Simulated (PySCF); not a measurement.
**How methods differ on the ionisation energy of Rh²³⁺**

Rh²³⁺ [Ar] 3d4 [3d3/2^4, M_J = 0] → Rh²⁴⁺ [Ar] 3d3 [3d3/2^3, M_J = 3/2], as a difference of total energies. Computed with PySCF 2.14 in an uncontracted even-tempered set (16 s from 3 bohr⁻², ratio 2.8; 12 p from 3.8 bohr⁻², ratio 2.8; 8 d from 3.8 bohr⁻², ratio 2.8; 3 f from 13 bohr⁻², ratio 3), with the two-component X2C-1e Hamiltonian. Correlated levels: [Ne] frozen; the 74 highest virtual spinors dropped. "Screened" scales the spin-orbit matrix elements by Boettger's factors to mimic the two-electron term; Breit and QED terms are absent.

```tsv
method	ionisation energy (eV)
GHF (spin-free)	1131.4
GMP2 (spin-free)	1131.7
GHF (screened spin-orbit)	1130.6
GMP2 (screened spin-orbit)	1131.0
```

Breit and QED terms and the two-electron picture change are absent.

The spin-free rows relax to the high-spin LS determinant and lack the spin-orbit shift.

The labels give the starting determinants; with spin-orbit coupling the two ends relaxed to ⟨J²⟩ = 2.10, ⟨L²⟩ = 5.01, ⟨S²⟩ = 5.00 and ⟨J²⟩ = 5.13, ⟨L²⟩ = 11.13, ⟨S²⟩ = 3.31.

The determinant of Rh²³⁺ and of Rh²⁴⁺ mixes levels of different J (the jj label is only the starting occupation), so the difference between spin-free and spin-orbit rows is not the physical spin-orbit shift.

For comparison: 1131 ± 4 eV (theoretical estimate listed by NIST; NIST Atomic Spectra Database, ionization energies).
